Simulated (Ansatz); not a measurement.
Gas-phase reaction in SMILES: CB(C)O [dimethylborinic acid] -> CB(C)[O-] + H+
Structures are relaxed separately at B3LYP-D3(BJ)/def2-TZVP in Ansatz (a quantum-chemistry and plane-wave program), one conformer each, not searched for the lowest.

Wanted: gas-phase deprotonation energy (electronic energy difference), in kJ/mol. Correlated levels leave the core frozen unless marked. No spin-orbit coupling. No relativistic terms. Anions need diffuse functions: aug- sets have them; def2-D sets add few; the other sets have none. CBS marks a two-point X^-3 extrapolation of the correlation energy; Hartree-Fock from the larger set. The bracket is a focal-point correction in the basis named.

RI-MP2/CBS(aug-cc-pVTZ,aug-cc-pVQZ)+[CCSD(T)-MP2]/aug-cc-pVTZ (Ansatz) gives 1550.3 kJ/mol.

Problem. Another calculation gave 1541.2 kJ/mol. Which level was it?
A. B2PLYP/def2-TZVPD (Ansatz)
B. BHLYP/def2-TZVPD (Ansatz)
C. BLYP/def2-TZVPD (Ansatz)
D. HSE06/def2-TZVPD (Ansatz)

Solution. A, B2PLYP/def2-TZVPD (Ansatz). The others give 1556.3 (HSE06), 1526.9 (BLYP), 1567.5 (BHLYP) kJ/mol.
